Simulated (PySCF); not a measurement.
Hf(Cl)(SH)3 (ClH₃HfS₃), SMILES [SH][Hf]([SH])([SH])[Cl], multiplicity 1. Atoms are numbered in the order given.

```xyz
8

Hf     0.0520    -0.0149    -0.0122
Cl     2.1637    -1.0267     0.0484
S     -0.0340     1.9352     1.4355
H     -1.3122     1.6520     1.7855
S     -0.5971     0.6583    -2.2459
H     -1.0363     1.8570    -1.7920
S     -1.6946    -1.5341     0.7031
H     -0.9672    -1.9292     1.7789
```
Charge 0, spin multiplicity 1.

Geometry: PBE0-D3(BJ)/def2-SVP. The spin state was assumed, not searched. The structure was generated by enumeration; whether it is a known compound was not checked. The def2 effective core potentials stand for the cores of Hf; spin–orbit coupling is left out. The values are those of a single conformer.

All values below come from PBE/def2-TZVP (PySCF).

Computed frontier levels, gap, dipole moment and polarisability:
```yaml
highest_occupied_level: -6.79 eV
lowest_empty_level: -2.91 eV
orbital_gap: 3.88 eV
dipole_moment: 1.22 D
quadrupole, principal values (traceless, Buckingham form, about the centre of nuclear charge): -6.83, 1.31, 5.52 D·Å
mean_static_polarisability: 117.0 bohr³ (17.34 Å³)
polarisability_principal_values: 111.7, 117.6, 121.8 bohr³
```
